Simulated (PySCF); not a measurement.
C2H8O2Si, SMILES C[C@H](O)[SiH2]O.

The structure is a stationary point at B3LYP-D3(BJ)/def2-SVP. The structure was generated by enumeration; whether it is a known compound was not checked. One conformer was computed; it need not be the lowest.

All values below come from SMD-B3LYP/6-31G* (PySCF).

Solvation free energies are E(SMD) − E(gas) at the gas-phase geometry, for 1 M in both phases. In vacuum the dipole moment is 2.36 D.

Question: Rank water, 2-propanol, dimethylsulfoxide by solvation free energy, most negative first.

Answer: 2-propanol (-8.4 kcal/mol), water (-6.9 kcal/mol), dimethylsulfoxide (-5.3 kcal/mol)
